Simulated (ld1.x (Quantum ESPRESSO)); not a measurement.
# Logarithmic derivatives: Sm, PAW

```json
{
 "Element": "Sm (Z = 62)",
 "Generator": "ld1.x (Quantum ESPRESSO) 7.5",
 "Type": "PAW",
 "Functional": "revPBE",
 "Relativity": "non-relativistic",
 "Frozen core": "[Kr] 4d10",
 "Valence charge": "16",
 "Reference configuration": "4f5.5 5s2 5p6 5d0.5 6s2 6p0",
 "Partial waves": "5s (bound): rcut 2.15, rcutus 2.60 bohr; 6s (bound): rcut 2.15, rcutus 2.60 bohr; 5p (bound): rcut 2.20, rcutus 2.65 bohr; 6p (bound, empty): rcut 2.20, rcutus 2.65 bohr; 5d (bound): rcut 2.10, rcutus 2.40 bohr; 5d channel at 0.5 Ry: rcut 2.10, rcutus 2.40 bohr; 4f (bound): rcut 1.05, rcutus 1.45 bohr; 4f channel at 0.9 Ry: rcut 1.05, rcutus 1.45 bohr",
 "Local potential": "all-electron potential smoothed inside 1.56 bohr (lloc = -2)",
 "Core correction": "Bessel-smoothed model core inside 1.35 bohr",
 "Augmentation charge": "PSQ, inside the norm-conserving radii"
}
```

The phase is arctan(r·u′/u) with u = r·R(r), unwrapped; energies in Ry, scanned from -5 to 5 Ry. A pole is an energy at which the radial function vanishes at the test radius. The pseudo phase is shifted by a multiple of π to meet the all-electron one at the reference energy, and phase errors are pseudo minus all-electron; the curves can meet again beyond the range given. Levels narrower than the energy grid can be missing from the lists of poles.

Q: For each channel, where are the poles, and over which energies does the pseudopotential scatter like the atom?

A:

```
channel  radius (bohr)  reference energy (Ry)  poles, all-electron      poles, pseudo  unbroken range about the reference energy with phases within 0.05 rad  phase error 1 Ry above the reference energy (rad)
      s           2.91                  -0.26          -2.83, 3.24  -2.83, 2.64, 4.23                                                              below 2.6                                             -0.008
      p           2.91                  -0.10          -1.55, 4.31        -1.55, 4.64                                                        the whole range                                             +0.006
      d           2.91                  -0.21                 0.61               0.61                                                              below 2.9                                             -0.000
      f           2.91                  -0.64          -0.61, 3.37        -0.61, 3.38                                                        the whole range                                             +0.000
```

The ghost test of this file was not conclusive. Its overlap operator is not positive definite in a basis up to 400 Ry (lowest eigenvalue p -0.02), so the file is unfit for use: the generalised eigenproblem breaks down once the basis is large enough, and its test numbers describe a broken file.

Phases in the s channel:

```json
{"E (Ry)": "-5.00", "all-electron": "1.392", "pseudo": "1.392"}
{"E (Ry)": "-4.48", "all-electron": "1.374", "pseudo": "1.374"}
{"E (Ry)": "-3.96", "all-electron": "1.346", "pseudo": "1.346"}
{"E (Ry)": "-3.44", "all-electron": "1.275", "pseudo": "1.275"}
{"E (Ry)": "-2.92", "all-electron": "-1.404", "pseudo": "-1.404"}
{"E (Ry)": "-2.40", "all-electron": "-1.738", "pseudo": "-1.738"}
{"E (Ry)": "-1.88", "all-electron": "-1.803", "pseudo": "-1.803"}
{"E (Ry)": "-1.36", "all-electron": "-1.866", "pseudo": "-1.866"}
{"E (Ry)": "-0.84", "all-electron": "-1.960", "pseudo": "-1.960"}
{"E (Ry)": "-0.32", "all-electron": "-2.150", "pseudo": "-2.150"}
{"E (Ry)": "0.20", "all-electron": "-2.696", "pseudo": "-2.697"}
{"E (Ry)": "0.72", "all-electron": "-3.838", "pseudo": "-3.845"}
{"E (Ry)": "1.24", "all-electron": "-4.348", "pseudo": "-4.358"}
{"E (Ry)": "1.76", "all-electron": "-4.529", "pseudo": "-4.543"}
{"E (Ry)": "2.28", "all-electron": "-4.619", "pseudo": "-4.645"}
{"E (Ry)": "2.80", "all-electron": "-4.676", "pseudo": "-4.756"}
{"E (Ry)": "3.32", "all-electron": "-4.718", "pseudo": "-7.621"}
{"E (Ry)": "3.84", "all-electron": "-4.754", "pseudo": "-7.816"}
{"E (Ry)": "4.36", "all-electron": "-4.789", "pseudo": "-7.864"}
{"E (Ry)": "4.88", "all-electron": "-4.828", "pseudo": "-7.897"}
```
